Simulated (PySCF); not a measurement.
b-(2-aminophenyl)boronic acid (SMILES Nc1ccccc1B(O)O)

Geometry:
```json
{"atom": "N1", "x (Å)": "-0.322", "y (Å)": "2.256", "z (Å)": "0.190"}
{"atom": "C2", "x (Å)": "-0.510", "y (Å)": "0.914", "z (Å)": "0.033"}
{"atom": "C3", "x (Å)": "-1.822", "y (Å)": "0.391", "z (Å)": "0.009"}
{"atom": "C4", "x (Å)": "-2.049", "y (Å)": "-0.969", "z (Å)": "-0.118"}
{"atom": "C5", "x (Å)": "-0.982", "y (Å)": "-1.866", "z (Å)": "-0.227"}
{"atom": "C6", "x (Å)": "0.309", "y (Å)": "-1.353", "z (Å)": "-0.202"}
{"atom": "C7", "x (Å)": "0.590", "y (Å)": "0.017", "z (Å)": "-0.073"}
{"atom": "B8", "x (Å)": "2.075", "y (Å)": "0.494", "z (Å)": "-0.070"}
{"atom": "O9", "x (Å)": "2.375", "y (Å)": "1.825", "z (Å)": "-0.224"}
{"atom": "O10", "x (Å)": "3.139", "y (Å)": "-0.350", "z (Å)": "0.076"}
{"atom": "H11", "x (Å)": "-1.111", "y (Å)": "2.868", "z (Å)": "0.043"}
{"atom": "H12", "x (Å)": "0.602", "y (Å)": "2.628", "z (Å)": "0.007"}
{"atom": "H13", "x (Å)": "-2.667", "y (Å)": "1.080", "z (Å)": "0.095"}
{"atom": "H14", "x (Å)": "-3.077", "y (Å)": "-1.339", "z (Å)": "-0.135"}
{"atom": "H15", "x (Å)": "-1.158", "y (Å)": "-2.937", "z (Å)": "-0.336"}
{"atom": "H16", "x (Å)": "1.141", "y (Å)": "-2.059", "z (Å)": "-0.310"}
{"atom": "H17", "x (Å)": "3.327", "y (Å)": "1.973", "z (Å)": "-0.189"}
{"atom": "H18", "x (Å)": "2.877", "y (Å)": "-1.258", "z (Å)": "0.253"}
```

Computed with PySCF, quadratic response CAM-B3LYP/aug-cc-pVDZ first hyperpolarisability, Taylor convention, gas phase. Geometry: PBE0-D3(BJ)/def2-SVP.

Q: Give the tensor of the second harmonic β(−2ω;ω,ω) at 1064 nm in the axes of these coordinates.

A: In au, Taylor convention; rows are the first index (the induced dipole):
```tsv
	xx	yy	zz	xy	xz	yz
x	-196.5	+85.1	+32.9	-16.1	+7.5	-2.4
y	-27.4	+373.7	+36.5	+83.2	-2.2	+11.5
z	+6.0	+12.2	+3.2	-2.5	+31.7	+33.4
```
Norm of βᵢ = ⅓ Σⱼ (βᵢⱼⱼ + βⱼᵢⱼ + βⱼⱼᵢ): 397.1 au, hyper-Rayleigh value 177.9 au.
